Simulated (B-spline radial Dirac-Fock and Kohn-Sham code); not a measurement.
## Photoemission from Pm at 1730 eV, detector at θ = 54.7°, φ = 180°

System: neutral promethium, configuration [Xe] 4f5 6s2. These are calculated numbers from an atomic code on a B-spline grid; the model is Dirac-Hartree-Slater photoionisation with a Latter tail; cross sections with all multipoles, angular parameters from the dipole term and its interference with E2. Thresholds are tabulated edges, those marked * orbital energies of the model. For linearly polarised light dσ/dΩ = σ/(4π) [1 + β P₂(cos θ) + (δ + γ cos²θ) sin θ cos φ], with θ from the polarisation vector and φ the angle between the beam and the projection of the electron momentum on the plane normal to the polarisation. The dipole factor is 1 + βP₂ and the non-dipole term is the rest of the bracket. Open shells are filled statistically over j.

Input of the calculation (task.json; shells as n, l, electrons):

```json
{"items": [{
  "Z": 61,
  "q": 0,
  "cfg": [[1, 0, 2], [2, 0, 2], [2, 1, 6], [3, 0, 2], [3, 1, 6], [3, 2, 10], [4, 0, 2], [4, 1, 6], [4, 2, 10], [4, 3, 5], [5, 0, 2], [5, 1, 6], [6, 0, 2]],
  "A": 145,
  "rrms": 4.962,
  "do": "xps",
  "hv": [67.1, 74.4, 80, 91.2, 100, 122.0, 129.0, 300, 405.0, 470.0, 517.0, 546.0, 552.0, 568.0, 600, 681.0, 800, 806.0, 1460.0, 1480.0, 1730.0, 2000, 4000, 5414.7, 5460.0, 6230.0, 8800.0, 9210.0, 11200.0, 12500.0],
  "edges": {"K": 45184.0, "L1": 7428.0, "L2": 7013.0, "L3": 6459.0, "M1": 1650.0, "M2": 1471.4, "M3": 1357.0, "M4": 1052.0, "M5": 1027.0, "N1": 331.0, "N2": 242.0, "N3": 242.0, "N4": 120.0, "N5": 120.0}
}]}
```

Launch: `python xray2_run.py task.json out`

```
subshell  threshold (eV)  σ (kb)     β      γ       δ  dipole factor  non-dipole term  dσ/dΩ (kb/sr)
      3s          1650.0    47.8  1.96   1.10   0.001          1.002           -0.300           2.67
   3p1/2          1471.4    67.7  1.13   0.41   0.094          1.001           -0.189           4.38
   3p3/2          1357.0     152  1.24   0.30   0.051          1.001           -0.123           10.6
   3d3/2          1052.0     240  1.04  -0.08   0.029          1.001           -0.001           19.1
   3d5/2          1027.0     344  1.07  -0.06   0.029          1.001           -0.006           27.2
      4s           331.0    14.7  1.97   0.19   0.000          1.002           -0.052           1.11
   4p1/2           242.0    17.2  1.69   0.00  -0.001          1.001           +0.001           1.37
   4p3/2           242.0    36.2  1.70  -0.02   0.001          1.001           +0.005           2.90
   4d3/2           120.0    33.3  1.36   0.14   0.033          1.001           -0.065           2.48
   4d5/2           120.0    47.8  1.34   0.16   0.032          1.001           -0.069           3.55
   4f5/2           8.16*    2.09  1.02   0.54   0.127          1.001           -0.252          0.124
   4f7/2           7.61*    2.66  1.01   0.55   0.127          1.001           -0.254          0.158
      5s          45.66*    2.66  1.97   0.12   0.000          1.002           -0.032          0.205
   5p1/2          28.35*    2.56  1.72  -0.02  -0.002          1.002           +0.006          0.206
   5p3/2          24.82*    5.04  1.73  -0.03   0.001          1.002           +0.008          0.405
      6s           4.83*   0.216  1.97   0.11   0.000          1.002           -0.030         0.0167
```
